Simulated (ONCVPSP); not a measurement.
**An all-electron radial function and its pseudo partner (sulfur (S))**

Columns: radius, all-electron u(r) and pseudo u(r) of the 3s shell (level -27.51 eV) of sulfur in the configuration [Ne] 3s2 3p3; PBE, non-relativistic, ONCV scheme, ONCVPSP 4.0.1.

```json
{"r (bohr)": "0.068", "all-electron": "0.2047", "pseudo": "0.0143"}
{"r (bohr)": "0.135", "all-electron": "-0.0210", "pseudo": "0.0307"}
{"r (bohr)": "0.202", "all-electron": "-0.2541", "pseudo": "0.0513"}
{"r (bohr)": "0.270", "all-electron": "-0.3899", "pseudo": "0.0779"}
{"r (bohr)": "0.338", "all-electron": "-0.4192", "pseudo": "0.1110"}
{"r (bohr)": "0.405", "all-electron": "-0.3682", "pseudo": "0.1503"}
{"r (bohr)": "0.473", "all-electron": "-0.2638", "pseudo": "0.1967"}
{"r (bohr)": "0.540", "all-electron": "-0.1319", "pseudo": "0.2486"}
{"r (bohr)": "0.608", "all-electron": "0.0134", "pseudo": "0.3072"}
{"r (bohr)": "0.675", "all-electron": "0.1561", "pseudo": "0.3699"}
{"r (bohr)": "0.742", "all-electron": "0.2906", "pseudo": "0.4365"}
{"r (bohr)": "0.810", "all-electron": "0.4141", "pseudo": "0.5062"}
{"r (bohr)": "0.878", "all-electron": "0.5221", "pseudo": "0.5757"}
{"r (bohr)": "0.945", "all-electron": "0.6125", "pseudo": "0.6413"}
{"r (bohr)": "1.013", "all-electron": "0.6885", "pseudo": "0.7020"}
{"r (bohr)": "1.080", "all-electron": "0.7483", "pseudo": "0.7538"}
{"r (bohr)": "1.148", "all-electron": "0.7946", "pseudo": "0.7963"}
{"r (bohr)": "1.215", "all-electron": "0.8273", "pseudo": "0.8277"}
{"r (bohr)": "1.283", "all-electron": "0.8486", "pseudo": "0.8487"}
{"r (bohr)": "1.350", "all-electron": "0.8593", "pseudo": "0.8593"}
{"r (bohr)": "1.418", "all-electron": "0.8610", "pseudo": "0.8610"}
{"r (bohr)": "1.485", "all-electron": "0.8551", "pseudo": "0.8551"}
{"r (bohr)": "1.553", "all-electron": "0.8426", "pseudo": "0.8426"}
{"r (bohr)": "1.620", "all-electron": "0.8251", "pseudo": "0.8251"}
{"r (bohr)": "1.688", "all-electron": "0.8030", "pseudo": "0.8030"}
{"r (bohr)": "1.755", "all-electron": "0.7778", "pseudo": "0.7778"}
```

**Question.** How many radial nodes do the two functions have?

**Answer.** The all-electron 3s function has n − l − 1 = 2; the pseudo-wave has 0, since the states of the same l below it are removed with the core.

**Question.** At about which radius was the pseudo-wave matched?

**Answer.** 1.35 bohr. The columns agree to 0.0005 from 1.22 bohr on; several derivatives are matched, so the curves merge somewhat inside the radius.

**Question.** Is the pseudo-wave norm-conserving?

**Answer.** Yes: the ONCV scheme keeps the norm inside the radius equal to the all-electron one, which fixes the energy derivative of the logarithmic derivative at the level.
